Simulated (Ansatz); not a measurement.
Ansatz (a program for electronic structure) input (B3LYP-D3(BJ)/def2-TZVP):

Ansatz 0.2 input:
```yaml
crystal:
  periodic: [false, false, false]
  atoms:
    - {symbol: C, position_ang: [-1.90616391, -0.61242992, 0.08573848]}
    - {symbol: O, position_ang: [-0.82363911, 0.14517473, 0.28683704]}
    - {symbol: C, position_ang: [0.38260202, -0.24445235, -0.20504284]}
    - {symbol: C, position_ang: [1.44498136, 0.76372031, 0.12666646]}
    - {symbol: O, position_ang: [0.53465510, -1.26840268, -0.82558988]}
    - {symbol: H, position_ang: [-2.81484877, -0.23778524, 0.50797144]}
    - {symbol: H, position_ang: [-1.82175740, -1.52973554, -0.46629303]}
    - {symbol: H, position_ang: [1.07074098, 1.48605852, 0.84514538]}
    - {symbol: H, position_ang: [1.74483067, 1.27836995, -0.78477446]}
    - {symbol: H, position_ang: [2.31862301, 0.25157520, 0.52247440]}
basis:
  gaussian:
    orbitals: def2-TZVP
hamiltonian:
  xc: b3lyp
  dispersion: d3bj
magnetization: {spin_polarized: true, initial_magnetization: 1}
relax: {f_tol: 0.002, max_steps: 150}
```

Output:

```
Functional definition: B3LYP
integrals: 0.09 GiB planned
1062 factors; their error is unknown
mean field: 1.08 GiB planned
mean field evaluation 1: about -7279.8377 eV, gradient 4.7e1 eV
mean field evaluation 2: about -7273.3744 eV, gradient 6.3e1 eV
mean field evaluation 4: about -7288.1479 eV, gradient 3.4e0 eV
mean field evaluation 8: about -7288.1927 eV, gradient 1.3e-1 eV
mean field evaluation 16: about -7288.1891 eV, gradient 5.5e-4 eV
mean field -7288.18913241 eV, -267.8360105040 hartree, gradient 2.2e-5 eV, S^2 0.754005; 0 other end points of the search recorded, 0 dependent functions left out
the calculation of the forces begins
reference -7288.18938381 eV, -267.8360197429 hartree; 20, 19 occupied and 165, 166 virtual orbitals, 1062 factors
relax step   1: F+E_penalty+E_count = -7288.46593387 eV  Δ(F+E_penalty+E_count) = +0.000e0 eV  max|allowed force component| = 6.686e-1 eV/Å  Δτ_max = 0.0000 Å  (34 SCF iters, accepted)
these checks for a lower state are left out or cut short: starts, cluster_reference, orbital_swaps, neighbouring_geometries, increment
integrals: 0.09 GiB planned
1062 factors; their error is unknown
mean field: 1.08 GiB planned
mean field -7288.20407123 eV, -267.8365594956 hartree, gradient 2.5e-5 eV, S^2 0.754012; 0 other end points of the search recorded, 0 dependent functions left out
the calculation of the forces begins
reference -7288.20432228 eV, -267.8365687215 hartree; 20, 19 occupied and 165, 166 virtual orbitals, 1062 factors
relax step   2: F+E_penalty+E_count = -7288.48045623 eV  Δ(F+E_penalty+E_count) = -1.452e-2 eV  max|allowed force component| = 3.910e-1 eV/Å  Δτ_max = 0.0267 Å  (37 SCF iters, accepted)
these checks for a lower state are left out or cut short: starts, cluster_reference, orbital_swaps, neighbouring_geometries, increment
integrals: 0.09 GiB planned
1062 factors; their error is unknown
mean field: 1.08 GiB planned
mean field evaluation 32: about -7288.2095 eV, gradient 2.7e-4 eV
mean field -7288.20948545 eV, -267.8367584646 hartree, gradient 2.3e-5 eV, S^2 0.754008; 0 other end points of the search recorded, 0 dependent functions left out
the calculation of the forces begins
reference -7288.20973593 eV, -267.8367676694 hartree; 20, 19 occupied and 165, 166 virtual orbitals, 1062 factors
relax step   3: F+E_penalty+E_count = -7288.48562548 eV  Δ(F+E_penalty+E_count) = -5.169e-3 eV  max|allowed force component| = 1.254e-1 eV/Å  Δτ_max = 0.0218 Å  (37 SCF iters, accepted)
these checks for a lower state are left out or cut short: starts, cluster_reference, orbital_swaps, neighbouring_geometries, increment
integrals: 0.09 GiB planned
1062 factors; their error is unknown
mean field: 1.08 GiB planned
mean field -7288.20976058 eV, -267.8367685754 hartree, gradient 1.4e-5 eV, S^2 0.754000; 0 other end points of the search recorded, 0 dependent functions left out
the calculation of the forces begins
reference -7288.21001064 eV, -267.8367777648 hartree; 20, 19 occupied and 165, 166 virtual orbitals, 1062 factors
relax step   4: F+E_penalty+E_count = -7288.48602764 eV  Δ(F+E_penalty+E_count) = -4.022e-4 eV  max|allowed force component| = 8.518e-2 eV/Å  Δτ_max = 0.0171 Å  (36 SCF iters, accepted)
these checks for a lower state are left out or cut short: starts, cluster_reference, orbital_swaps, neighbouring_geometries, increment
integrals: 0.09 GiB planned
1062 factors; their error is unknown
mean field: 1.08 GiB planned
mean field -7288.21015572 eV, -267.8367830963 hartree, gradient 1.3e-5 eV, S^2 0.753998; 0 other end points of the search recorded, 0 dependent functions left out
the calculation of the forces begins
reference -7288.21040590 eV, -267.8367922903 hartree; 20, 19 occupied and 165, 166 virtual orbitals, 1062 factors
relax step   5: F+E_penalty+E_count = -7288.48646434 eV  Δ(F+E_penalty+E_count) = -4.367e-4 eV  max|allowed force component| = 1.488e-2 eV/Å  Δτ_max = 0.0069 Å  (38 SCF iters, accepted)
these checks for a lower state are left out or cut short: starts, cluster_reference, orbital_swaps, neighbouring_geometries, increment
integrals: 0.09 GiB planned
1062 factors; their error is unknown
mean field: 1.08 GiB planned
[...]
the calculation of the forces begins
reference -7288.21749339 eV, -267.8370527509 hartree; 20, 19 occupied and 165, 166 virtual orbitals, 1062 factors
relax step  29: F+E_penalty+E_count = -7288.49383732 eV  Δ(F+E_penalty+E_count) = -1.644e-4 eV  max|allowed force component| = 5.017e-2 eV/Å  Δτ_max = 0.0027 Å  (38 SCF iters, accepted)
these checks for a lower state are left out or cut short: starts, cluster_reference, orbital_swaps, neighbouring_geometries, increment
integrals: 0.09 GiB planned
1062 factors; their error is unknown
mean field: 1.08 GiB planned
mean field evaluation 224: about -7288.2174 eV, gradient 1.1e-5 eV
mean field -7288.21738968 eV, -267.8370489396 hartree, gradient 1.1e-5 eV, S^2 0.753963; 0 other end points of the search recorded, 0 dependent functions left out
the calculation of the forces begins
reference -7288.21763779 eV, -267.8370580574 hartree; 20, 19 occupied and 165, 166 virtual orbitals, 1062 factors
relax step  30: F+E_penalty+E_count = -7288.49401406 eV  Δ(F+E_penalty+E_count) = -1.767e-4 eV  max|allowed force component| = 2.211e-2 eV/Å  Δτ_max = 0.0215 Å  (36 SCF iters, accepted)
these checks for a lower state are left out or cut short: starts, cluster_reference, orbital_swaps, neighbouring_geometries, increment
integrals: 0.09 GiB planned
1062 factors; their error is unknown
mean field: 1.08 GiB planned
mean field -7288.21684215 eV, -267.8370288181 hartree, gradient 1.3e-5 eV, S^2 0.753969; 0 other end points of the search recorded, 0 dependent functions left out
the calculation of the forces begins
reference -7288.21709029 eV, -267.8370379371 hartree; 20, 19 occupied and 165, 166 virtual orbitals, 1062 factors
relax step  31: F+E_penalty+E_count = -7288.49348324 eV  Δ(F+E_penalty+E_count) = +5.308e-4 eV  max|allowed force component| = 1.148e-1 eV/Å  Δτ_max = 0.0472 Å  (35 SCF iters, rejected (line search))
these checks for a lower state are left out or cut short: starts, cluster_reference, orbital_swaps, neighbouring_geometries, increment
integrals: 0.09 GiB planned
1062 factors; their error is unknown
mean field: 1.08 GiB planned
mean field -7288.21745427 eV, -267.8370513133 hartree, gradient 1.1e-5 eV, S^2 0.753965; 0 other end points of the search recorded, 0 dependent functions left out
the calculation of the forces begins
reference -7288.21770239 eV, -267.8370604315 hartree; 20, 19 occupied and 165, 166 virtual orbitals, 1062 factors
relax step  32: F+E_penalty+E_count = -7288.49409029 eV  Δ(F+E_penalty+E_count) = -7.623e-5 eV  max|allowed force component| = 9.773e-3 eV/Å  Δτ_max = 0.0231 Å  (36 SCF iters, accepted)
these checks for a lower state are left out or cut short: starts, cluster_reference, orbital_swaps, neighbouring_geometries, increment
integrals: 0.09 GiB planned
1062 factors; their error is unknown
mean field: 1.08 GiB planned
mean field -7288.21747484 eV, -267.8370520691 hartree, gradient 1.1e-5 eV, S^2 0.753967; 0 other end points of the search recorded, 0 dependent functions left out
the calculation of the forces begins
reference -7288.21772302 eV, -267.8370611897 hartree; 20, 19 occupied and 165, 166 virtual orbitals, 1062 factors
relax step  33: F+E_penalty+E_count = -7288.49411360 eV  Δ(F+E_penalty+E_count) = -2.331e-5 eV  max|allowed force component| = 3.077e-2 eV/Å  Δτ_max = 0.0229 Å  (36 SCF iters, accepted)
these checks for a lower state are left out or cut short: starts, cluster_reference, orbital_swaps, neighbouring_geometries, increment
integrals: 0.09 GiB planned
1062 factors; their error is unknown
mean field: 1.08 GiB planned
mean field -7288.21748397 eV, -267.8370524047 hartree, gradient 1.1e-5 eV, S^2 0.753966; 0 other end points of the search recorded, 0 dependent functions left out
the calculation of the forces begins
reference -7288.21773216 eV, -267.8370615253 hartree; 20, 19 occupied and 165, 166 virtual orbitals, 1062 factors
relax step  34: F+E_penalty+E_count = -7288.49412477 eV  Δ(F+E_penalty+E_count) = -1.118e-5 eV  max|allowed force component| = 2.289e-2 eV/Å  Δτ_max = 0.0008 Å  (38 SCF iters, accepted)
these checks for a lower state are left out or cut short: starts, cluster_reference, orbital_swaps, neighbouring_geometries, increment
integrals: 0.09 GiB planned
1062 factors; their error is unknown
mean field: 1.08 GiB planned
mean field evaluation 256: about -7288.2175 eV, gradient 2.6e-4 eV
mean field -7288.21749218 eV, -267.8370527065 hartree, gradient 1.1e-5 eV, S^2 0.753965; 0 other end points of the search recorded, 0 dependent functions left out
the calculation of the forces begins
reference -7288.21774038 eV, -267.8370618276 hartree; 20, 19 occupied and 165, 166 virtual orbitals, 1062 factors
relax step  35: F+E_penalty+E_count = -7288.49413367 eV  Δ(F+E_penalty+E_count) = -8.893e-6 eV  max|allowed force component| = 2.082e-3 eV/Å  Δτ_max = 0.0019 Å  (38 SCF iters, accepted)
these checks for a lower state are left out or cut short: starts, cluster_reference, orbital_swaps, neighbouring_geometries, increment
integrals: 0.09 GiB planned
1062 factors; their error is unknown
mean field: 1.08 GiB planned
mean field -7288.21749894 eV, -267.8370529550 hartree, gradient 1.1e-5 eV, S^2 0.753965; 0 other end points of the search recorded, 0 dependent functions left out
the calculation of the forces begins
reference -7288.21774718 eV, -267.8370620774 hartree; 20, 19 occupied and 165, 166 virtual orbitals, 1062 factors
relax step  36: F+E_penalty+E_count = -7288.49413820 eV  Δ(F+E_penalty+E_count) = -4.532e-6 eV  max|allowed force component| = 2.229e-3 eV/Å  Δτ_max = 0.0069 Å  (37 SCF iters, accepted)
these checks for a lower state are left out or cut short: starts, cluster_reference, orbital_swaps, neighbouring_geometries, increment
integrals: 0.09 GiB planned
1062 factors; their error is unknown
mean field: 1.08 GiB planned
mean field -7288.21749868 eV, -267.8370529452 hartree, gradient 1.1e-5 eV, S^2 0.753965; 0 other end points of the search recorded, 0 dependent functions left out
the calculation of the forces begins
reference -7288.21774697 eV, -267.8370620698 hartree; 20, 19 occupied and 165, 166 virtual orbitals, 1062 factors
relax step  37: F+E_penalty+E_count = -7288.49413690 eV  Δ(F+E_penalty+E_count) = +1.303e-6 eV  max|allowed force component| = 1.064e-2 eV/Å  Δτ_max = 0.0093 Å  (37 SCF iters, rejected (line search))
these checks for a lower state are left out or cut short: starts, cluster_reference, orbital_swaps, neighbouring_geometries, increment
integrals: 0.09 GiB planned
1062 factors; their error is unknown
mean field: 1.08 GiB planned
mean field -7288.21749931 eV, -267.8370529684 hartree, gradient 1.1e-5 eV, S^2 0.753965; 0 other end points of the search recorded, 0 dependent functions left out
the calculation of the forces begins
reference -7288.21774757 eV, -267.8370620918 hartree; 20, 19 occupied and 165, 166 virtual orbitals, 1062 factors
relax step  38: F+E_penalty+E_count = -7288.49413774 eV  Δ(F+E_penalty+E_count) = +4.556e-7 eV  max|allowed force component| = 8.813e-3 eV/Å  Δτ_max = 0.0046 Å  (38 SCF iters, rejected (line search))
these checks for a lower state are left out or cut short: starts, cluster_reference, orbital_swaps, neighbouring_geometries, increment
integrals: 0.09 GiB planned
1062 factors; their error is unknown
mean field: 1.08 GiB planned
mean field -7288.21750074 eV, -267.8370530209 hartree, gradient 1.1e-5 eV, S^2 0.753965; 0 other end points of the search recorded, 0 dependent functions left out
the calculation of the forces begins
reference -7288.21774899 eV, -267.8370621438 hartree; 20, 19 occupied and 165, 166 virtual orbitals, 1062 factors
relax step  39: F+E_penalty+E_count = -7288.49413916 eV  Δ(F+E_penalty+E_count) = -9.656e-7 eV  max|allowed force component| = 1.351e-3 eV/Å  Δτ_max = 0.0022 Å  (38 SCF iters, accepted)
these checks for a lower state are left out or cut short: starts, cluster_reference, orbital_swaps, neighbouring_geometries, increment
integrals: 0.09 GiB planned
1062 factors; their error is unknown
mean field: 1.08 GiB planned
mean field evaluation 288: about -7288.2161 eV, gradient 4.3e-1 eV
mean field -7288.21750304 eV, -267.8370531054 hartree, gradient 1.1e-5 eV, S^2 0.753965; 0 other end points of the search recorded, 0 dependent functions left out
the calculation of the forces begins
reference -7288.21775132 eV, -267.8370622295 hartree; 20, 19 occupied and 165, 166 virtual orbitals, 1062 factors
relax step  40: F+E_penalty+E_count = -7288.49414021 eV  Δ(F+E_penalty+E_count) = -1.041e-6 eV  max|allowed force component| = 8.182e-4 eV/Å  Δτ_max = 0.0055 Å  (38 SCF iters, accepted)
integrals: 0.09 GiB planned
1062 factors; their error is unknown
mean field: 1.08 GiB planned
mean field evaluation 320: about -7288.2175 eV, gradient 4.8e-5 eV
mean field -7288.21750304 eV, -267.8370531054 hartree, gradient 1.1e-5 eV, S^2 0.753965; 1 other end points of the search recorded, 0 dependent functions left out
the calculation of the forces begins
reference -7288.21775132 eV, -267.8370622295 hartree; 20, 19 occupied and 165, 166 virtual orbitals, 1062 factors
Total energy: -7288.49438849 eV, -267.8472284579 hartree
Atom 0 at    -1.928476    -0.579567    -0.024441 Å, force    -0.000616     0.000367     0.000091 eV/Å
Atom 1 at    -0.847264     0.234373     0.114843 Å, force    -0.000506    -0.000027     0.000070 eV/Å
Atom 2 at     0.403823    -0.295858    -0.086057 Å, force     0.000818    -0.000118    -0.000209 eV/Å
Atom 3 at     1.452917     0.756285     0.113269 Å, force    -0.000198    -0.000115     0.000455 eV/Å
Atom 4 at     0.584876    -1.444680    -0.378702 Å, force    -0.000225     0.000210     0.000097 eV/Å
Atom 5 at    -2.871103    -0.092639     0.148565 Å, force     0.000592    -0.000229    -0.000102 eV/Å
Atom 6 at    -1.776266    -1.611886    -0.287287 Å, force     0.000194    -0.000004     0.000009 eV/Å
Atom 7 at     1.385341     1.163911     1.122986 Å, force     0.000127    -0.000130    -0.000550 eV/Å
Atom 8 at     1.291129     1.580741    -0.582698 Å, force     0.000103    -0.000181     0.000152 eV/Å
Atom 9 at     2.435047     0.321412    -0.047345 Å, force    -0.000290     0.000226    -0.000014 eV/Å
Dipole moment:    -0.034852     0.397205     0.099483 e Å
```

It need not be the lowest isomer of its formula.
